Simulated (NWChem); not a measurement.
Molecule: CH₈OSi₂; SMILES [SiH3]CO[SiH3]

```xyz
12

Si     0.1595    -2.2175    -0.2878
C     -0.2669    -0.5378     0.5065
O      0.2584     0.5049    -0.3257
Si     0.0814     2.1085     0.0876
H     -0.3932    -3.3092     0.5640
H     -0.4393    -2.3077    -1.6446
H      1.6336    -2.3763    -0.3864
H     -1.3583    -0.4371     0.6157
H      0.1600    -0.4806     1.5204
H      0.7191     2.4005     1.4046
H      0.7424     2.8946    -0.9806
H     -1.3584     2.4883     0.1825
```
Atoms are numbered in this order, from 1.

Level: B3LYP/6-31G* (spherical d) (NWChem), optimised geometry, unscaled harmonic frequencies. 

**Question.** List the harmonic frequencies with IR intensities, and the thermochemistry.

**Answer.** 
```tsv
frequency (cm⁻¹)	IR intensity (km/mol)
52	0.5
127	0.2
139	0.0
174	2.3
234	2.5
512	9.9
562	15.3
716	67.2
721	76.4
751	4.3
814	34.0
879	16.2
927	449.2
944	74.2
951	66.6
956	38.4
968	109.2
1005	274.1
1108	161.5
1257	6.8
1338	4.0
1507	9.2
2226	195.3
2227	130.0
2237	129.0
2261	94.7
2268	158.2
2287	151.8
2992	33.7
3030	29.8
```

| Quantity | Value |
|---|---|
| zero-point energy | 51.7 kcal/mol |
| thermal correction to the enthalpy at 298.15 K (with zero-point energy) | 56.8 kcal/mol |
| heat capacity Cv | 24.5 cal/(mol K) |
| entropy at 298.15 K and 1 atm (symmetry number 1) | 83.6 cal/(mol K) |
| dipole moment | 1.27 D |

Rigid rotor and harmonic oscillator; modes under 100 cm⁻¹ make the entropy uncertain.
